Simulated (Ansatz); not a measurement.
`C=N[AsH]C` + `[AlH3]` → `C[AsH][AlH2]` + `C=N`  (formal exchange of groups at the As–N bond)

Gas-phase electronic energies from Ansatz, PBE0-D4/def2-TZVP geometries. CBS: MP2 limit from def2 TZ/QZ plus the TZ coupled-cluster correction, frozen cores. This one scheme is used for every species. Functionals use def2-TZVPP. B3LYP here is the variant with VWN-RPA as its local correlation; programs differ in this. HSE06 is defined as in plane-wave codes. For As outer-core shells are correlated without core-valence functions, which leaves a few kJ/mol of doubt a bond. Scalar relativity is left out up to krypton. Each species was taken in one conformer, which may not be the lowest.

(1) Is it downhill or uphill in electronic energy at CCSD(T)/CBS, and by how much? (Best estimate.)

(2) What do these levels give: PBE-D4, BLYP-D4, B97M-V, ωB97M-V, B2PLYP, PBE0, B3LYP, r2SCAN0, HSE06, MP2/def2-TZVPP, CCSD/def2-TZVPP, MP2/def2-QZVPP? (Estimate.)

Largest T1 diagnostic among the species: 0.012.

## Answers

(1) Computed: Downhill: ΔE = -77.3 kJ/mol.

(2) Computed: PBE-D4 -76.8, BLYP-D4 -63.4, B97M-V -57.6, ωB97M-V -72.8, B2PLYP -70.9, PBE0 -82.8, B3LYP -72.3, r2SCAN0 -81.3, HSE06 -82.9, MP2/def2-TZVPP -70.6, CCSD/def2-TZVPP -74.7, MP2/def2-QZVPP -72.5 kJ/mol.

Leaving LDA and LC-ωPBE aside and taking each functional with its dispersion term where it has one, the values, not all of them listed here, spread over 24.0 kJ/mol, from HSE06-D4 to B97M-V. From PBE to PBE0 (25 % exact exchange), in def2-TZVPP and without D4, ΔE moves by −4.1 kJ/mol.
